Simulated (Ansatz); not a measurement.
Input file for Ansatz (an electronic-structure program): R-CCSD(T)/cc-pV(T+d)Z on FH3Si2 (SMILES F[Si][SiH3]), a point of a torsion scan. Files ending in .json are basis or fitting sets from the Basis Set Exchange.

Ansatz 0.2 input:
```yaml
crystal:
  periodic: [false, false, false]
  atoms:
    - {symbol: F, position_ang: [2.53945537, 0.40088037, -0.00489692]}
    - {symbol: Si, position_ang: [1.51453987, -0.89502294, 0.04134817]}
    - {symbol: Si, position_ang: [-0.56573325, 0.06127710, -0.02745138]}
    - {symbol: H, position_ang: [-1.00274137, 1.39382946, -0.47179873]}
    - {symbol: H, position_ang: [-1.12190299, -0.07317465, 1.33353339]}
    - {symbol: H, position_ang: [-1.35711323, -0.86939624, -0.85781942]}
basis:
  gaussian:
    orbitals: cc-pV_T+d_Z.json
magnetization: {spin_polarized: false}
correlation: {method: ccsd_t, electrons: outside_noble_gas}
scf: {lower_state_search: off}
```

The log:

```
WARN ansatz: RAYON_NUM_THREADS=1 ignored (pool sized by the plan → 1); use --threads N
Functional definition: HF
these checks for a lower state are left out or cut short: stability, starts, cluster_reference, orbital_swaps, neighbouring_geometries, increment
integrals: 0.35 GiB planned
894 factors; integrals over basis functions are off by at most 1.1e-3 eV
mean field: 0.38 GiB planned
mean field evaluation 1: about -18477.0539 eV, gradient 2.9e1 eV
mean field evaluation 2: about -18477.1893 eV, gradient 2.9e1 eV
mean field evaluation 4: about -18479.3290 eV, gradient 2.9e0 eV
mean field evaluation 8: about -18479.4044 eV, gradient 2.2e-1 eV
mean field evaluation 16: about -18479.4049 eV, gradient 1.5e-6 eV
mean field -18479.40494525 eV, -679.1056059474 hartree, gradient 1.5e-6 eV, S^2 0.000000; 0 other end points of the search recorded, 0 dependent functions left out
11 core orbitals not correlated
reference -18479.40494525 eV, -679.1056059474 hartree; 9, 9 occupied and 130, 130 virtual orbitals, 894 factors
second order -13.01179924 eV of doubles, -0.00000000 eV of singles
coupled cluster: 1.00 GiB planned
cycle   1  -13.51264637 eV  change   -5.0e-1 eV  update   1.0e-1
cycle   2  -13.93180178 eV  change   -4.2e-1 eV  update   3.7e-2
cycle   3  -14.05584650 eV  change   -1.2e-1 eV  update   2.2e-2
cycle   4  -14.04127471 eV  change    1.5e-2 eV  update   6.1e-3
cycle   5  -14.03981411 eV  change    1.5e-3 eV  update   2.6e-3
cycle   6  -14.04110663 eV  change   -1.3e-3 eV  update   8.9e-4
cycle   7  -14.04056829 eV  change    5.4e-4 eV  update   3.9e-4
cycle   8  -14.04058395 eV  change   -1.6e-5 eV  update   1.6e-4
cycle   9  -14.04072329 eV  change   -1.4e-4 eV  update   6.9e-5
cycle  10  -14.04069951 eV  change    2.4e-5 eV  update   3.2e-5
cycle  11  -14.04069735 eV  change    2.2e-6 eV  update   1.8e-5
perturbative correction -0.47776623 eV, -0.0175575850 hartree
Total energy: -18493.92340883 eV, -679.6391496430 hartree
Checks for a lower state left out: stability, starts, cluster_reference, orbital_swaps, neighbouring_geometries, increment
```

Self-consistency was reached.

Cost: around 17 core-seconds (rough).
